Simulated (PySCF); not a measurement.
**MP2, SCS-MP2 and SOS-MP2 from spin components**

System: HSSi, charge +1, singlet, geometry from GFN2-xTB. Level: MP2/cc-pVTZ run with PySCF. Sums are taken with unrounded values, so a last digit can differ.

Here is a job for PySCF.
```python
from pyscf import gto, scf, mp

mol = gto.Mole()
mol.atom = '''
    Si    1.02786580   -0.53374027   -0.01003020
    S    -0.79987047    0.50345971    0.01180767
    H    -1.59219374   -0.58299159   -0.04849990
'''
mol.basis = 'cc-pvtz'
mol.charge = 1
mol.verbose = 4
mol.build()

mf = scf.RHF(mol)
mf.kernel()

pt = mp.MP2(mf)
pt.kernel()
print('E(MP2) = %.10f' % pt.e_tot)
```

It gave an SCF energy of -686.786372 Eh, a same-spin correlation energy of -0.080303 Eh and an opposite-spin one of -0.258511 Eh.

Problem. Work out the MP2, SCS-MP2 (6/5 and 1/3) and SOS-MP2 (1.3 and 0) correlation and total energies.

Solution. MP2: -0.258511 + (-0.080303) = -0.338814 Eh, total -687.125186 Eh, as the program printed. SCS-MP2: 1.2 × (-0.258511) + (-0.080303)/3 = -0.336981 Eh, total -687.123353 Eh. SOS-MP2: 1.3 × (-0.258511) = -0.336064 Eh, total -687.122436 Eh. Opposite spins carry 76 % of the MP2 correlation; same-spin pairs are already kept apart by exchange.
